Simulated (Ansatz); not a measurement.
`O=COC(F)[SiH3]`, relaxed with RKS PBE-D4/def2-SVP in the Gaussian-basis code of Ansatz from a rough embedded geometry. The force threshold is 0.03 eV/Å; the program also tests the step.

Charge 0, multiplicity 1.

Start:

```xyz
11

O    -1.319   -1.795    0.513
C    -1.200   -1.455   -0.654
O    -0.751   -0.268   -1.138
C    -0.380    0.663   -0.225
F    -0.490    1.888   -0.821
Si    1.294    0.626    0.632
H    -1.427   -2.148   -1.510
H    -1.174    0.722    0.564
H     1.530    1.725    1.627
H     2.403    0.707   -0.367
H     1.515   -0.666    1.379
```

| step | energy (eV) | largest force (eV/Å) | largest move (Å) |
| --- | --- | --- | --- |
| 1 | -16820.4238 | 3.236 | 0.000 |
| 2 | -16820.6804 | 1.305 | 0.129 |
| 3 | -16820.6955 | 0.760 | 0.106 |
| 4 | -16820.7026 | 0.743 | 0.124 |
| 5 | -16820.7577 | 0.256 | 0.075 |
| 6 | -16820.7647 | 0.215 | 0.086 |
| 7 | -16820.7710 | 0.292 | 0.087 |
| 8 | -16820.7757 | 0.560 | 0.133 |
| 9 (rejected) | -16820.7739 | 0.338 | 0.200 |
| 10 | -16820.7831 | 0.233 | 0.097 |
| 11 | -16820.7892 | 0.095 | 0.100 |
| 12 | -16820.7938 | 0.091 | 0.070 |
| 13 | -16820.7975 | 0.527 | 0.195 |
| 14 | -16820.8036 | 0.203 | 0.022 |
| 15 | -16820.8076 | 0.202 | 0.128 |
| 16 | -16820.8109 | 0.263 | 0.097 |
| 17 | -16820.8149 | 0.108 | 0.124 |
| 18 (rejected) | -16820.7999 | 0.478 | 0.065 |
| 19 | -16820.8164 | 0.069 | 0.032 |
| 20 | -16820.8171 | 0.213 | 0.092 |
| 21 | -16820.8176 | 0.053 | 0.011 |
| 22 (rejected) | -16820.8174 | 0.095 | 0.011 |
| 23 | -16820.8178 | 0.021 | 0.006 |
| 24 | -16820.8179 | 0.054 | 0.034 |
| 25 | -16820.8180 | 0.033 | 0.009 |
| 26 (rejected) | -16820.8180 | 0.019 | 0.007 |
| 27 | -16820.8181 | 0.015 | 0.004 |

End:

```xyz
11

O    -2.397   -1.266   -0.086
C    -1.440   -1.423   -0.800
O    -0.310   -0.648   -0.818
C    -0.287    0.486    0.050
F    -0.694    1.597   -0.669
Si    1.529    0.741    0.640
H    -1.310   -2.237   -1.556
H    -1.024    0.324    0.868
H     1.574    1.970    1.500
H     2.403    0.915   -0.566
H     1.955   -0.461    1.435
```

It took 37 s on 4 threads of an Arm Neoverse V1 on a shared host, with 0.16 GiB of host memory at the peak.
